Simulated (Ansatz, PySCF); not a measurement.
Spectroscopic constants of MoW, closed-shell singlet (lowest of 2S+1 = 1, 3, 5 at CCSD(T)/def2-TZVPP on PBE0 minima; our sources give no spin for the ground state, which may be another). No spin–orbit coupling.

Seven points along R, fitted to fifth degree in 1/R; most abundant isotopes. Runs in def2 and cc sets follow the lowest solution found near the PBE0 minimum. The singlet is held restricted.

The values were computed with Ansatz (Gaussian basis) for Hartree–Fock, density functionals and correlated methods; PySCF for LANL2DZ rows. Each number belongs to the level named beside it. In def2 rows elements past Kr take small-core potentials, without spin–orbit coupling.

```tsv
level	r_e (Å)	ω_e (cm⁻¹)	α_e (cm⁻¹)	B_e (cm⁻¹)	dipole (D)
SVWN5/def2-TZVPP	1.953	488	0.00013	0.0692	1.49
PBE/def2-TZVPP	1.966	472	0.00014	0.0682	1.55
BP86/LANL2DZ	2.025	469	0.00013	0.0644	1.56
r2SCAN/def2-TZVPP	1.947	494	0.00013	0.0696	1.81
B97M-V/def2-TZVPP	1.949	482	0.00014	0.0695	1.21
B3LYP/LANL2DZ	2.009	487	0.00012	0.0654	1.60
B3LYP/def2-TZVPP	1.950	492	0.00013	0.0694	1.68
PBE0/def2-TZVPP	1.929	512	0.00013	0.0709	1.86
CAM-B3LYP/def2-TZVPP	1.922	526	0.00013	0.0714	2.11
wB97X-V/def2-TZVPP	1.908	543	0.00012	0.0725	2.60
wB97M-V/def2-TZVPP	1.913	537	0.00013	0.0721	2.58
```

Rows in LANL2DZ carry no dispersion term and start afresh at each structure. LANL2DZ brings its own core potentials from Na on.

Ansatz is a first-principles code.
